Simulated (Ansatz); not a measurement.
ClCu (`[Cl][Cu]`), relaxed with RKS PBE-D4/def2-SVP in Ansatz from a rough embedded geometry. The force threshold is 0.03 eV/Å; the program also tests the step.

The species carries charge 0 and has multiplicity 1.

Start:

```xyz
2

Cl    0.309    0.136    1.145
Cu   -0.309   -0.136   -1.145
```

Task: How much energy does the relaxation release, and in how many steps? (Estimate.)

Result: Ansatz gave: 42.55 kJ/mol, in 4 steps.

Task: Which bonds change most? (Estimate.)

Result: The calculation gave: Cl1–Cu2 from 2.388 to 2.074 Å.

Task: Give the relaxed structure. (Best estimate.)

Result: Ansatz gave: 
```xyz
2

Cl    0.268    0.118    0.995
Cu   -0.268   -0.118   -0.995
```
